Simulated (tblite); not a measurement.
A tight-binding relaxation on `[CH2]C1=CC=C(C[SiH3])S1` [radical].

Computed with GFN2-xTB geometry optimisation, gas phase (tblite 0.8.0). Start geometry: from a force field or distance geometry. The input is one job of a driver script: a line of settings, then coordinates in Å.

Command:
```bash
OMP_NUM_THREADS=1 python probes_run.py task.json out
```

Input:
```
{"job": {"kind": "relax", "xc": "GFN2-xTB", "basis": "xTB"}, "charge": 0, "multiplicity": 2}
C      3.431100     0.386000     0.625500
C      2.121400     0.040100     0.176000
C      1.719100    -0.316400    -1.080400
C      0.316100    -0.600000    -1.155300
C     -0.303600    -0.469400     0.085900
C     -1.753800    -0.693000     0.419300
Si    -2.858500     0.802600     0.227800
S      0.821400     0.001600     1.295100
H      4.256000     0.409300    -0.070900
H      3.609400     0.641900     1.667700
H      2.373400    -0.359400    -1.938300
H     -0.205100    -0.907500    -2.049200
H     -2.142400    -1.491900    -0.209700
H     -1.829800    -1.068600     1.446500
H     -4.261800     0.438300     0.573400
H     -2.854000     1.289300    -1.161000
H     -2.445900     1.909200     1.137800
```

Output:
```
step      E/eV     max force
  0    -607.76880    3.756
  1    -607.98842    0.953
  2    -608.01722    0.255
  3    -608.02495    0.235
  4    -608.03060    0.224
  5    -608.03532    0.189
  6    -608.03782    0.117
  7    -608.03948    0.111
  8    -608.04103    0.104
  9    -608.04279    0.111
... (32 lines left out)
 42    -608.06006    0.053
 43    -608.06031    0.040
 44    -608.06049    0.028
 45    -608.06065    0.037
 46    -608.06080    0.031
 47    -608.06091    0.029
 48    -608.06097    0.020
 49    -608.06101    0.014
 50    -608.06104    0.012
 51    -608.06106    0.009
```

«max force» is the largest atomic force in eV/Å.

Task: From which step on does the largest force stay under 0.1 eV/Å, and how much energy is left to gain from there?

Result: From step 11 (0.091 eV/Å), 15.2 meV above the end.

Summary of the converged run: energy lowered by 6.7 kcal/mol over 51 steps; largest atomic force 0.009 eV/Å at the end.

Task: Where do the atoms end?

Result: 0.123 Å rms from the input after alignment:
```
atom  x, y, z in Å
C1     3.3488    0.4371    0.5963
C2     2.1021    0.0689    0.2148
C3     1.6327   -0.2847   -1.0703
C4     0.2912   -0.6192   -1.0994
C5    -0.3395   -0.5556    0.1274
C6    -1.7633   -0.7853    0.4238
Si7   -2.7617    0.8423    0.2061
S8     0.7617   -0.0436    1.3688
H9     4.1445    0.4927   -0.1241
H10    3.5778    0.6800    1.6168
H11    2.2823   -0.2884   -1.9263
H12   -0.2321   -0.9169   -1.9926
H13   -2.1624   -1.5446   -0.2500
H14   -1.8841   -1.1436    1.4461
H15   -4.1600    0.5483    0.5211
H16   -2.6218    1.2743   -1.1847
H17   -2.2231    1.8502    1.1163
```

Time: 0.42 s of wall time. Hardware: an Arm Neoverse V1 with one thread, no GPU, shared host with 64 logical CPUs at a one-minute load of 158.
Labels such as C1 count atoms from 1, the log's own numbers from 0.
